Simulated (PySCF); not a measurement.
PySCF 2.14 output of an unrestricted r2SCAN calculation on a single atom or ion in aug-cc-pVTZ, with no relativity, point nucleus:

```
SCF conv_tol = 1e-09
number electrons alpha = 6  beta = 5
    J. W. Furness, A. D. Kaplan, J. Ning, J. P. Perdew, and J. Sun.,  J. Phys. Chem. Lett. 11, 8208-8215 (2020)
    J. W. Furness, A. D. Kaplan, J. Ning, J. P. Perdew, and J. Sun.,  J. Phys. Chem. Lett. 11, 9248-9248 (2020)
    J. W. Furness, A. D. Kaplan, J. Ning, J. P. Perdew, and J. Sun.,  J. Phys. Chem. Lett. 11, 8208-8215 (2020)
    J. W. Furness, A. D. Kaplan, J. Ning, J. P. Perdew, and J. Sun.,  J. Phys. Chem. Lett. 11, 9248-9248 (2020)
cycle= 1 E= -199.620798919581  delta_E= -0.00191  |g|= 0.0131  |ddm|= 0.671
cycle= 2 E= -199.620866288917  delta_E= -6.74e-05  |g|= 0.00396  |ddm|= 0.216
cycle= 3 E= -199.62087106383  delta_E= -4.77e-06  |g|= 0.00014  |ddm|= 0.0222
cycle= 4 E= -199.620871111449  delta_E= -4.76e-08  |g|= 5.15e-06  |ddm|= 0.00462
cycle= 5 E= -199.620871111515  delta_E= -6.62e-11  |g|= 2.71e-07  |ddm|= 0.000171
converged SCF energy = -199.620871111515  <S^2> = 0.75001161  2S+1 = 2.0000116
```

The run itself started from symmetry-adapted Hartree-Fock orbitals and held the occupation by maximum overlap, on a logarithmic radial grid, so the iterations belong to that start.

**Question.** Which element, charge and spin multiplicity is this?

**Answer.** Mg+ (magnesium, charge +1), multiplicity 2; the state was [Ne] 3p1, 2P determinant (an excited configuration).
